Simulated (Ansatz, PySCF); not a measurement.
Species: sum formula HSO₂, charge 0, multiplicity 2. It need not be the lowest isomer of its formula. 
Coordinates optimised at B3LYP-D3(BJ)/def2-TZVP (Ansatz, a quantum-chemistry and plane-wave program):
SMILES: O=[SH]=O
```xyz
4

O     -0.5889    -0.8416    -0.8537
S      0.1777    -0.1774     0.1905
O      0.2823     1.2705     0.3001
H     -0.3907    -0.5936     1.3816
```
Charge 0, spin multiplicity 2.

Quantity: atomisation energy (electronic, to ground-state atoms), in eV. Correlated levels leave the core frozen unless marked. UHF or UKS for open shells. Spin-orbit coupling is left out. No relativistic terms. The coupled-cluster limit lacks core correlation, which all-electron functionals hold. CBS(X,Y): correlation extrapolated as X^-3; Hartree-Fock from the larger set. [CCSD(T)-MP2]/basis is that difference in the basis named.

```
level                          program  atomisation energy (eV)
----------------------  --------------  -----------------------
HF/cc-pV(D+d)Z                  Ansatz                     4.23
HF-D4/def2-TZVPD         PySCF + dftd4                     5.68
SVWN5/def2-TZVPD                Ansatz                    15.95
BLYP-D3(BJ)/def2-TZVPD  Ansatz + dftd3                    12.67
BLYP/def2-TZVPD                 Ansatz                    12.55
revPBE/def2-TZVPD               Ansatz                    12.46
TPSS-D3(BJ)/def2-TZVPD   PySCF + dftd3                    12.47
```

Task: What does RI-MP2/CBS(cc-pV(T+d)Z,cc-pV(Q+d)Z)+[CCSD(T)-MP2]/cc-pV(T+d)Z (Ansatz) give?

Result: 12.15 eV
